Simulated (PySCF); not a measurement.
# Nd+ (neodymium, charge +1) across methods

[Xe] 4f4 6s1, one real determinant. All numbers are calculated (PySCF 2.14, scalar relativity by spin-free X2C-1e, in x2c-TZVPPall).

```json
{"method": "r2SCAN", "E (hartree)": "-9623.08", "mean ε 5p β (eV)": "-27.452", "mean ε 4f α (eV)": "-9.006", "mean ε 6s α (eV)": "-8.605", "Σ⟨r²⟩ (bohr²)": "60.32", "⟨S²⟩": "8.753"}
{"method": "PBE0", "E (hartree)": "-9622.70", "mean ε 5p β (eV)": "-28.597", "mean ε 4f α (eV)": "-10.950", "mean ε 6s α (eV)": "-9.010", "Σ⟨r²⟩ (bohr²)": "60.48", "⟨S²⟩": "8.751"}
{"method": "LDA", "E (hartree)": "-9615.37", "mean ε 5p β (eV)": "-27.179", "mean ε 4f α (eV)": "-8.729", "mean ε 6s α (eV)": "-8.745", "Σ⟨r²⟩ (bohr²)": "59.97", "⟨S²⟩": "8.751"}
{"method": "PBE", "E (hartree)": "-9622.72", "mean ε 5p β (eV)": "-26.948", "mean ε 4f α (eV)": "-8.654", "mean ε 6s α (eV)": "-8.521", "Σ⟨r²⟩ (bohr²)": "60.34", "⟨S²⟩": "8.751"}
```

(1) Estimate the same row for UHF.

⟨L²⟩ = 34.06 against 42 for a pure I term, so this real determinant mixes terms. Spin-orbit coupling, absent here, splits the open shell strongly.

Answers

(1) E (hartree) = -9619.43185; mean ε 5p β (eV) = -32.269; mean ε 4f α (eV) = -17.444; mean ε 6s α (eV) = -10.070; Σ⟨r²⟩ (bohr²) = 62.06; ⟨S²⟩ = 8.753.
